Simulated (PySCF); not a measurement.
Record of a relaxation.

Compound: C₆H₉NO₂Si.
Bonds: C1–C2 (double), C2–C3, C2–Si4, Si4–O5, O5–C6, C6–O7 (double), C6–C8, C8–C9, C9–N10 (triple). Hydrogens: H11, H12 on C1; H13, H14, H15 on C3; H16, H17 on Si4; H18, H19 on C8.

Method: PBE0-D3(BJ)/def2-SVP geometry optimisation, gas phase in PySCF; density fitting, grid level 1; the optimiser is geomeTRIC in internal coordinates, started from a GFN2-xTB structure. 6 of its 18 geometries are shown. The frame can shift and turn from step to step; on so coarse a grid that alone can change the energy by a few meV, and forces under 0.02 eV/Å are noise.

Step 0: E = -19802.4795 eV, largest atomic force 1.938 eV/Å
```
atom  x, y, z in Å  |  force x, y, z in eV/Å
C1     -3.190    0.222   -0.763   -0.040   0.008  -0.246
C2     -1.992    0.043   -0.220    0.600  -0.063   0.192
C3     -1.815   -0.029    1.268    0.064   0.018  -0.526
Si4    -0.481   -0.128   -1.334   -1.205   0.063   0.098
O5      0.757   -0.228   -0.206    0.440   0.028   1.089
C6      2.006   -0.398   -0.570    0.739  -0.319   0.045
O7      2.363   -0.546   -1.704    0.064  -0.022  -0.253
C8      2.965   -0.376    0.620   -0.306  -0.013  -0.465
C9      3.087    0.986    1.073   -0.022  -1.257  -0.194
N10     3.173    2.070    1.423    0.140   1.842   0.586
H11    -3.324    0.277   -1.829   -0.164   0.057  -0.731
H12    -4.084    0.319   -0.166   -0.509   0.051   0.371
H13    -2.772    0.044    1.780   -0.360   0.026   0.212
H14    -1.336   -0.967    1.545    0.224  -0.338   0.243
H15    -1.170    0.780    1.606    0.295   0.263   0.250
H16    -0.477   -1.370   -2.104   -0.069  -0.412  -0.362
H17    -0.223    1.043   -2.166    0.013   0.427  -0.402
H18     2.558   -0.985    1.431   -0.049  -0.207   0.179
H19     3.943   -0.749    0.310    0.143  -0.151  -0.087
```

Step 3: E = -19802.6247 eV, largest atomic force 0.339 eV/Å
```
atom  x, y, z in Å  |  force x, y, z in eV/Å
C1     -3.445   -0.440   -1.125    0.012   0.011  -0.020
C2     -2.264   -0.623   -0.519   -0.036   0.010   0.048
C3     -2.107   -0.572    0.975    0.016   0.009  -0.069
Si4    -0.776   -0.945   -1.603   -0.074   0.055  -0.055
O5      0.527   -0.966   -0.475    0.101  -0.009   0.324
C6      1.771   -1.102   -0.907   -0.127   0.001  -0.071
O7      2.047   -1.230   -2.068    0.263  -0.097  -0.093
C8      2.790   -1.084    0.225   -0.120   0.091  -0.067
C9      2.780    0.193    0.927    0.020   0.002   0.044
N10     2.768    1.210    1.477   -0.002  -0.016  -0.007
H11    -3.559   -0.468   -2.214    0.004   0.003  -0.020
H12    -4.360   -0.248   -0.553   -0.045  -0.003   0.022
H13    -3.074   -0.411    1.474   -0.020   0.007   0.001
H14    -1.664   -1.501    1.365    0.009  -0.026   0.007
H15    -1.422    0.239    1.271    0.022   0.009   0.010
H16    -0.825   -2.270   -2.277    0.007  -0.020  -0.007
H17    -0.522    0.140   -2.588   -0.041   0.002  -0.018
H18     2.531   -1.875    0.945   -0.006  -0.057   0.005
H19     3.787   -1.289   -0.186    0.018   0.028  -0.034
```

Step 7: E = -19802.6686 eV, largest atomic force 0.305 eV/Å
```
atom  x, y, z in Å  |  force x, y, z in eV/Å
C1     -3.345   -0.208   -1.120   -0.076   0.040   0.088
C2     -2.207   -0.548   -0.496    0.060   0.008  -0.154
C3     -1.995   -0.418    0.982   -0.025  -0.039   0.066
Si4    -0.832   -1.195   -1.585    0.114  -0.088   0.122
O5      0.565   -1.111   -0.562   -0.054   0.173  -0.245
C6      1.807   -1.138   -1.023   -0.210  -0.157   0.081
O7      2.115   -1.392   -2.156   -0.004   0.082   0.062
C8      2.832   -0.888    0.072    0.112  -0.120   0.062
C9      2.334   -0.181    1.242   -0.068  -0.059  -0.052
N10     1.920    0.348    2.183    0.027   0.060  -0.020
H11    -3.471   -0.290   -2.207    0.027  -0.005   0.026
H12    -4.213    0.174   -0.568    0.029  -0.005  -0.004
H13    -2.861    0.054    1.470    0.005  -0.012   0.000
H14    -1.831   -1.404    1.450   -0.006   0.023  -0.016
H15    -1.094    0.174    1.208   -0.031  -0.008  -0.007
H16    -0.990   -2.622   -1.985   -0.002   0.015   0.016
H17    -0.632   -0.339   -2.785    0.042  -0.004   0.001
H18     3.187   -1.883    0.399    0.042   0.070  -0.051
H19     3.695   -0.374   -0.375    0.019   0.026   0.027
```

Step 10: E = -19802.6990 eV, largest atomic force 0.263 eV/Å
```
atom  x, y, z in Å  |  force x, y, z in eV/Å
C1     -3.279   -0.020   -1.131    0.100   0.040  -0.091
C2     -2.195   -0.512   -0.513   -0.095  -0.018   0.082
C3     -2.063   -0.524    0.983    0.018  -0.067  -0.027
Si4    -0.839   -1.260   -1.553   -0.057   0.023  -0.111
O5      0.558   -1.043   -0.576    0.025   0.119   0.233
C6      1.796   -1.206   -0.998    0.177  -0.103  -0.016
O7      2.101   -1.622   -2.081    0.027  -0.020  -0.106
C8      2.851   -0.828    0.039   -0.072   0.032  -0.066
C9      2.330   -0.179    1.229    0.040   0.043   0.043
N10     1.915    0.355    2.168   -0.013  -0.031   0.003
H11    -3.369    0.001   -2.222   -0.025   0.002  -0.019
H12    -4.120    0.396   -0.566   -0.021   0.009   0.007
H13    -2.902    0.003    1.461   -0.004   0.003   0.007
H14    -2.046   -1.557    1.370    0.013  -0.018   0.013
H15    -1.120   -0.060    1.310    0.019   0.025   0.004
H16    -1.006   -2.721   -1.786    0.025  -0.021   0.026
H17    -0.620   -0.544   -2.839   -0.085  -0.003  -0.008
H18     3.403   -1.742    0.309   -0.049  -0.048   0.034
H19     3.587   -0.178   -0.458   -0.022   0.032  -0.008
```

Step 14: E = -19802.7407 eV, largest atomic force 0.126 eV/Å
```
atom  x, y, z in Å  |  force x, y, z in eV/Å
C1     -3.147    0.184   -1.169    0.005   0.015  -0.020
C2     -2.216   -0.499   -0.486    0.042  -0.012   0.018
C3     -2.220   -0.623    1.010   -0.008   0.002   0.015
Si4    -0.861   -1.346   -1.442    0.011  -0.048   0.000
O5      0.579   -0.865   -0.613    0.042   0.062  -0.028
C6      1.790   -1.217   -1.012   -0.116   0.006   0.047
O7      2.025   -1.861   -1.998   -0.002  -0.006  -0.021
C8      2.893   -0.693   -0.102    0.046  -0.086   0.033
C9      2.460   -0.291    1.226   -0.033   0.045  -0.026
N10     2.115    0.032    2.281    0.011  -0.016   0.005
H11    -3.118    0.274   -2.260   -0.006   0.006   0.009
H12    -3.979    0.688   -0.662    0.012  -0.010   0.003
H13    -3.028   -0.030    1.464   -0.005  -0.012  -0.002
H14    -2.351   -1.674    1.319    0.004  -0.002   0.003
H15    -1.260   -0.290    1.439   -0.002   0.006  -0.015
H16    -0.917   -2.832   -1.350    0.001   0.005  -0.004
H17    -0.812   -0.888   -2.856    0.005   0.011   0.007
H18     3.665   -1.475   -0.030   -0.004   0.031  -0.016
H19     3.364    0.165   -0.610   -0.004   0.003  -0.009
```

Step 17: E = -19802.7444 eV, largest atomic force under 0.02 eV/Å
```
atom  x, y, z in Å  |  force x, y, z in eV/Å
C1     -3.134    0.207   -1.151    0.002   0.002   0.004
C2     -2.217   -0.500   -0.474   -0.006   0.000  -0.001
C3     -2.232   -0.645    1.020    0.005  -0.001   0.000
Si4    -0.862   -1.340   -1.435   -0.003   0.005  -0.001
O5      0.575   -0.816   -0.627   -0.002  -0.005  -0.001
C6      1.771   -1.224   -1.013    0.004  -0.002   0.008
O7      1.979   -1.910   -1.977    0.000  -0.001  -0.005
C8      2.897   -0.707   -0.127    0.001   0.010  -0.010
C9      2.483   -0.263    1.194    0.003  -0.010   0.002
N10     2.157    0.081    2.249   -0.002   0.004   0.000
H11    -3.099    0.317   -2.240    0.001   0.001   0.000
H12    -3.961    0.713   -0.638   -0.002   0.000   0.001
H13    -3.057   -0.075    1.475   -0.001  -0.003   0.000
H14    -2.341   -1.702    1.317    0.004  -0.001  -0.001
H15    -1.283   -0.294    1.457    0.000   0.003   0.002
H16    -0.889   -2.825   -1.322   -0.003   0.000   0.000
H17    -0.834   -0.893   -2.852   -0.001   0.000   0.001
H18     3.656   -1.498   -0.048    0.001  -0.004   0.001
H19     3.375    0.131   -0.662   -0.001   0.002   0.001
```

Task: Summarise the path.

Result: The energy falls by 6.11 kcal/mol from step 0 to step 17; nine tenths of that is first reached at step 13. It falls at every step. The largest force goes from 1.938 to under 0.02 eV/Å. Among the bonds Si4–O5 changes most, from 1.678 to 1.731 Å; the atoms move by 0.989 Å rms after alignment.

Task: Follow the three bonds and two angles with the largest change from start to end.

Result: 
| step | E above end (kcal/mol) | largest force (eV/Å) | Si4–O5 (Å) | Si4–H16 (Å) | Si4–H17 (Å) | C6–C8–C9 (°) | H18–C8–H19 (°) |
| --- | --- | --- | --- | --- | --- | --- | --- |
| 0 | 6.11 | 1.938 | 1.678 | 1.461 | 1.459 | 108.2 | 110.8 |
| 1 | 3.07 | 0.238 | 1.742 | 1.489 | 1.489 | 112.2 | 109.2 |
| 2 | 2.83 | 0.136 | 1.733 | 1.488 | 1.488 | 111.7 | 109.1 |
| 3 | 2.76 | 0.339 | 1.723 | 1.488 | 1.487 | 111.3 | 108.9 |
| 4 | 2.59 | 0.192 | 1.722 | 1.489 | 1.487 | 111.5 | 108.9 |
| 5 | 2.38 | 0.184 | 1.726 | 1.490 | 1.487 | 112.1 | 108.8 |
| 6 | 2.05 | 0.263 | 1.730 | 1.491 | 1.487 | 113.2 | 108.4 |
| 7 | 1.75 | 0.305 | 1.734 | 1.491 | 1.487 | 115.4 | 106.8 |
| 8 | 1.53 | 0.175 | 1.733 | 1.490 | 1.487 | 115.0 | 106.7 |
| 9 | 1.31 | 0.109 | 1.727 | 1.489 | 1.488 | 114.6 | 106.2 |
| 10 | 1.05 | 0.263 | 1.719 | 1.489 | 1.487 | 114.8 | 105.4 |
| 11 | 0.70 | 0.417 | 1.713 | 1.490 | 1.487 | 115.3 | 105.0 |
| 12 | 0.62 | 0.516 | 1.713 | 1.491 | 1.486 | 115.6 | 105.7 |
| 13 | 0.18 | 0.218 | 1.721 | 1.491 | 1.486 | 114.8 | 107.0 |
| 14 | 0.08 | 0.126 | 1.729 | 1.490 | 1.487 | 115.1 | 106.5 |
| 15 | 0.02 | 0.106 | 1.729 | 1.490 | 1.486 | 114.9 | 106.6 |
| 16 | 0.00 | 0.036 | 1.730 | 1.489 | 1.486 | 114.9 | 106.5 |
| 17 | 0.00 | under 0.02 | 1.731 | 1.489 | 1.486 | 115.0 | 106.4 |

The cost below is that of the whole optimisation. Rough CPU time on one thread of a shared machine: about 14 min.
